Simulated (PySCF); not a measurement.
# Simulated characterisation data

Method: geometry from GFN2-xTB, shielding tensors at PBE0/pcSseg-1 (GIAO), in PySCF (non-relativistic Hamiltonian, in vacuum, one conformer, rapidly exchanging positions averaged).

Chemical shifts δ = σref − σ; ¹H (σref 31.72), ¹³C (σref 186.93) against TMS, all at this level. Splittings of carbon signals by F and P are missing where no couplings were computed. Where no couplings were computed, multiplicities follow the n + 1 count of equivalent neighbours, and m marks all less simple cases (inequivalent or close neighbours, rings, F or P nearby). Acid and N–H amide carbonyl carbons lie up to 10 ppm further downfield in solution (hydrogen bonding). Shifts are as computed. Against solution values, carbons near 30 ppm lie about +3 ppm off and those near 130 ppm about +5 ppm; carbons on Cl a further +6 ppm. Of 1211 compounds with measured shifts, 218 miss one by over three times the rms of a fit or turn the order of signals round; such compounds aren't used in these exercises. Carbons bonded to Cl come out too deshielded. OH and NH positions are gas-phase values without hydrogen bonding to other molecules.

**1.** SMILES C=C1C[C@H](C(=O)O)C1=C, C7H8O2. ¹H NMR (500 MHz, computed): δ 6.10 (br s, 1H), 5.77 (br s, 1H), 5.76 (br s, 1H), 5.51 (br s, 1H), 5.30 (br s, 1H), 3.66 (m, 1H), 3.46 (m, 1H), 2.73 (m, 1H). ¹³C{¹H} NMR (computed): δ 176.7 (C), 154.0 (C), 152.9 (C), 113.3 (CH2), 113.1 (CH2), 44.0 (CH), 31.5 (CH2).

**2.** 2-chlorophenol (SMILES Oc1ccccc1Cl). ¹H NMR (500 MHz, computed): δ 7.60 (d, 1H), 7.49 (m, 1H), 7.31 (d, 1H), 7.09 (m, 1H), 5.83 (br s, 1H). ¹³C{¹H} NMR (computed): δ 159.1, 134.7, 134.3, 128.9, 125.2, 120.7.

**3.** `FC1=COC(Cl)=CC1`, C5H4ClFO. ¹H NMR (500 MHz, computed): δ 6.84 (m, 1H), 4.98 (m, 1H), 3.38 (m, 2H). ¹³C{¹H} NMR (computed): δ 157.2, 152.8, 135.4, 101.8, 30.1.

**4.** 2,6-dimethyl-4-pyrone, C7H8O2. ¹H NMR (500 MHz, computed): δ 6.12 (s, 2H), 2.24 (s, 6H). ¹³C{¹H} NMR (computed): δ 179.1 (C), 169.2 (C), 122.5 (CH), 23.1 (CH3).
